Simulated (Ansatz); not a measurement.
`[SbH2][TeH]` + `N[AsH2]` → `N[AsH][TeH]` + `[SbH3]` at 700 K and 1 bar (ligand exchange at a Te–Sb bond).

Program: Ansatz. Geometries: PBE0-D4/def2-TZVP. ΔE: electronic, gas phase. CCSD(T)/CBS is the MP2 limit (def2-TZVPP, def2-QZVPP) plus CCSD(T) − MP2 in def2-TZVPP, frozen cores. Elements past krypton have def2 core potentials. For As, Sb, Te outer-core shells are correlated without core-valence functions, which leaves a few kJ/mol of doubt a bond. Scalar relativity is left out up to krypton. One conformer a species, not always the lowest.

| species | CCSD(T)/CBS energy (Eh) | H − E (kJ/mol) | S (J/(mol·K)) |
| --- | --- | --- | --- |
| `[SbH2][TeH]` | -509.54647 | 99.1 | 377.9 |
| `N[AsH2]` | -2292.09958 | 152.3 | 328.9 |
| `N[AsH][TeH]` | -2559.85306 | 168.3 | 420.4 |
| `[SbH3]` | -241.78682 | 81.5 | 275.4 |

H − E and S are ideal-gas, rigid-rotor, harmonic terms from PBE0-D4/def2-TZVP, for one conformer and one mirror image of each species. 1 Eh = 2625.50 kJ/mol, R = 8.31446 J/(mol·K).

Problem. By hand: ΔE, ΔH, ΔS and ΔG.

Solution. ΔE = (-2559.85306) + (-241.78682) − (-509.54647) − (-2292.09958) = 0.00617 Eh = 16.2 kJ/mol. Δ(H − E) = 168.3 + 81.5 − 99.1 − 152.3 = -1.6, so ΔH = 14.6 kJ/mol. ΔS = 420.4 + 275.4 − 377.9 − 328.9 = -11.0 J/(mol·K). ΔG = 14.6 − 700 × (-11.0)/1000 = 22.3 kJ/mol.

Problem. By hand: the equilibrium constant, and the temperature at which ΔG would vanish if ΔH and ΔS stayed fixed.

Solution. log₁₀ K = −ΔG/(RT ln 10) = -1.7. ΔH and −TΔS have one sign here, so there is no such temperature.

TΔS isn't small against ΔH here. A doubt of 5 kJ/mol in ΔE shifts log₁₀ K by 0.4 here. Other conformers and mirror images would add mixing entropy, several J/(mol·K) or more a flexible species. These are equilibria of isolated gas molecules and say nothing of rates. Largest T1 diagnostic: 0.014 (customary marks: 0.02 for closed shells, 0.045 for open ones).

ΔS is within the doubt of such terms, so its sign, and with it that verdict, could turn.
